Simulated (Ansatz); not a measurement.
The first iterations of a band of AlFH3NO + H2 (9 atoms, charge 0, multiplicity 1).

These are results of RHF/def2-SVP (Ansatz), not measurements.

```json
{"movable images": "5", "climbing image": "yes", "spring": "5.0 eV/Å²", "optimiser": "quadratic models (default)", "start path": "through a guess of the saddle point", "force threshold": "0.05 eV/Å", "iteration limit": "60", "end points": "relaxed"}
```

Image 0:

```xyz
9
Properties=species:S:1:pos:R:3
Al -0.034 -0.207 0.385
N 0.038 -0.604 2.094
H -0.710 -0.978 2.645
H 0.854 -0.486 2.663
F 1.330 0.380 -0.332
O -1.375 -0.422 -0.593
H -2.248 -0.751 -0.494
H 0.057 2.650 0.351
H -0.457 2.695 0.892
```

Image 6:

```xyz
9
Properties=species:S:1:pos:R:3
Al -0.130 0.535 0.031
N -0.043 0.326 2.058
H -0.797 -0.294 2.315
H 0.829 -0.115 2.309
F 1.363 -0.143 -0.330
O -1.492 -0.489 -0.163
H -1.897 -0.812 -0.948
H -0.246 2.089 -0.250
H -0.132 1.179 2.587
```

| iteration | highest image above the first end (eV) | largest band force component (eV/Å) |
| --- | --- | --- |
| 1 | 3.264 | 7.778 |
| 2 | 1.638 | 3.003 |
| 3 | 1.492 | 5.013 |
| 4 | 1.105 | 0.727 |
| 5 | 1.059 | 0.990 |
| 6 | 1.228 | 1.000 |
| 7 | 1.230 | 0.313 |
| 8 | 1.221 | 0.195 |
| 9 | 1.211 | 0.175 |

Task: Does the band converge within its limit, and where does its top end?

Result: The run converged. It ended after 29 iterations with the highest image 1.112 eV above the first end. Neighbouring images differ by up to 1.4 eV, so the band resolves the path poorly. A vibrational analysis at the climbing image gives one clearly imaginary mode, 1689i cm⁻¹: a first-order saddle point. The orbitals stay closed-shell, which can raise the energy where a bond breaks towards radicals; this wasn't checked here.

Time of the run: 110 s on 1 thread of Intel(R) Xeon(R) 6975P-C (Granite Rapids), on a shared host, peak memory 0.16 GiB.
